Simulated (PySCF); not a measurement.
PBE0 on In- (indium, charge -1), [Kr] 4d10 5s2 5p2, high-spin 3P determinant. All numbers are calculated (PySCF 2.14, scalar relativity by spin-free X2C-1e, in aug-cc-pVTZ-DK3 (8s7p5d2f, 68 functions)).

```
cycle= 1 E= -5880.40528623569  delta_E= -0.00685  |g|= 0.0154  |ddm|= 0.366
cycle= 2 E= -5880.40554682982  delta_E= -0.000261  |g|= 0.00484  |ddm|= 0.103
cycle= 3 E= -5880.40558188955  delta_E= -3.51e-05  |g|= 0.00274  |ddm|= 0.0301
cycle= 4 E= -5880.40558795376  delta_E= -6.06e-06  |g|= 0.00106  |ddm|= 0.00906
cycle= 5 E= -5880.40558879407  delta_E= -8.4e-07  |g|= 6.26e-05  |ddm|= 0.00385
cycle= 6 E= -5880.40558880308  delta_E= -9.02e-09  |g|= 4.84e-06  |ddm|= 0.000785
cycle= 7 E= -5880.40558880318  delta_E= -9.73e-11  |g|= 7.36e-07  |ddm|= 0.000114
converged SCF energy = -5880.40558880318  <S^2> = 2.00314  2S+1 = 3.0020926
```

Highest occupied orbital energy: 0.755 eV; ⟨L²⟩ = 2.01; populations by l: s 10.00, p 20.00, d 20.00, f 0.00.

(1) Can this result be used?

Answers

(1) With care. The run converged. At PBE0 the highest occupied level has a positive energy, so only the finite basis holds that electron; in a semilocal or global hybrid functional this comes from self-interaction and does not mean that the real anion is unbound.
